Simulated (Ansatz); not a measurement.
C2H5AlBr2 (SMILES C[CH2][Al]([Br])[Br]), singlet, geometry from GFN2-xTB (such geometries of metal compounds can be far from the true shape); SC-NEVPT2/STO-3G, CASSCF(4,5) (Ansatz, a quantum-chemistry and plane-wave program).

The Ansatz input:
Ansatz 0.2 input:
```yaml
crystal:
  periodic: [false, false, false]
  atoms:
    - {symbol: Al, position_ang: [-0.08352764, 0.15398716, -0.39888078]}
    - {symbol: Br, position_ang: [-0.47453817, -1.71581310, 0.81156347]}
    - {symbol: Br, position_ang: [1.06920131, 1.82848014, 0.59197039]}
    - {symbol: C, position_ang: [-0.73750545, 0.30969224, -2.27458706]}
    - {symbol: C, position_ang: [-1.49307451, -0.94822267, -2.73355588]}
    - {symbol: H, position_ang: [0.10056487, 0.50188293, -2.96010646]}
    - {symbol: H, position_ang: [-1.39110624, 1.18733773, -2.38312454]}
    - {symbol: H, position_ang: [-2.36094895, -1.13548168, -2.10105270]}
    - {symbol: H, position_ang: [-0.85228234, -1.82874628, -2.68460852]}
    - {symbol: H, position_ang: [-1.84009837, -0.83898973, -3.76048531]}
basis:
  gaussian:
    orbitals: STO-3G
magnetization: {spin_polarized: false}
correlation: {method: sc_nevpt2, electrons: all, active_space: {window: {electrons: 4, orbitals: 5}}}
```

Write the output that Ansatz gives for this input, abridged.


```
Functional definition: HF
661 factors; integrals over basis functions are off by at most 7.8e-5 eV
mean field evaluation 1: about -147109.1426 eV, gradient 2.2e1 eV
mean field evaluation 2: about -147109.2589 eV, gradient 2.1e1 eV
mean field evaluation 4: about -147111.6826 eV, gradient 1.2e0 eV
mean field evaluation 8: about -147111.6926 eV, gradient 1.2e-2 eV
mean field -147111.69264036 eV, -5406.2549886464 hartree, gradient 2.5e-6 eV, S^2 0.000000; 0 other end points of the search recorded, 0 dependent functions left out
reference -147111.69264036 eV, -5406.2549886464 hartree; 50, 50 occupied and 10, 10 virtual orbitals, 661 factors
state -147112.61294925 eV, -5406.2888093745 hartree
state -147112.61294925 eV, -5406.2888093745 hartree; corrected -147115.83893267 eV, -5406.4073620786 hartree
Total energy: -147115.83893267 eV, -5406.4073620786 hartree
```
